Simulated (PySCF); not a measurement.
## Static response to an electric field

Species: C4H10FNSi.
Atom-mapped SMILES: `[NH2:1][Si:2]1([F:3])[CH2:4][CH2:5][CH2:6][CH2:7]1` (hydrogens: H8, H9 on N1; H10, H11 on C4; H12, H13 on C5; H14, H15 on C6; H16, H17 on C7)

Structure used (GFN2-xTB), in Å, numbered top down from 1:
```xyz
17
C4H10FNSi angstrom
N      2.2692   -0.8515    0.9231
Si     1.0630   -0.4648   -0.2364
F      1.7435   -0.9558   -1.6259
C     -0.6263   -1.2642    0.0889
C     -1.5613   -0.0789    0.3522
C     -1.1547    1.0706   -0.5715
C      0.3565    1.2932   -0.4315
H      2.1371   -0.6185    1.8918
H      3.2349   -0.7532    0.6584
H     -0.6458   -1.9668    0.9184
H     -0.9643   -1.8056   -0.7942
H     -2.6075   -0.3501    0.1974
H     -1.4494    0.2442    1.3900
H     -1.7170    1.9771   -0.3387
H     -1.3814    0.7900   -1.6022
H      0.7437    1.8477   -1.2840
H      0.5529    1.8986    0.4544
```

Level: wB97X-D/def2-SVPD (PySCF), static field, nuclei fixed, core orbitals frozen in the response. The polarisability tensor in these axes (au):

```
x   82.23 -3.28  1.55
y   -3.28 75.51 -3.13
z    1.55 -3.13 68.33
```

Task: Diagonalise the tensor; give its mean and Δα, where Δα² is half the sum of the squared differences of the eigenvalues.

Result: Principal values 67.15, 74.90 and 84.02 au; mean 75.36 au = 11.17 Å³ = 12.42 × 10⁻⁴⁰ C²·m²/J; Δα = 14.62 au (19 % of the mean).

Task: What is the dipole moment, and where does it point?

Result: (-0.33, 1.22, 1.95) D, 2.33 D in size, pointing from the negative to the positive side. Measured along this direction, the outermost atoms are F3 at the negative end and H13 at the positive end.

Task: Molar refractivity from α?

Result: Lorentz–Lorenz: R = (4π/3)N_A α = 2.5225 cm³/(mol·Å³) × 11.17 Å³ = 28.2 cm³/mol, in the limit of long wavelengths.

Task: Give the principal axes and the span of the nuclei along them.

Result: Largest value along (0.90, -0.41, 0.17), where the nuclei span 5.73 Å; middle along (0.44, 0.85, -0.30), 4.50 Å; least along (-0.02, 0.34, 0.94), 3.41 Å. The response follows the extents in order.

Task: In TDDFT the mean static polarisability is Σ f/ω² over all singlet excitations (ω in hartree). How much of it do the 8 lowest give? Their energies (eV) and oscillator strengths: 6.80, 0.0568; 7.21, 0.0013; 7.74, 0.0073; 8.22, 0.0026; 8.46, 0.0063; 8.52, 0.0062; 8.58, 0.0021; 8.87, 0.0005.

Result: They add up to 1.20 au, 1.6 % of the 75.36 au; the largest single term is 0.91 au, from the state at 6.80 eV. Terms in order: 0.91, 0.02, 0.09, 0.03, 0.07, 0.06, 0.02, 0.00 au. Higher excitations give the rest. The strengths listed sum to 0.083.

The structure is a single GFN2-xTB conformer in the gas phase; no vibrational or solvent corrections.
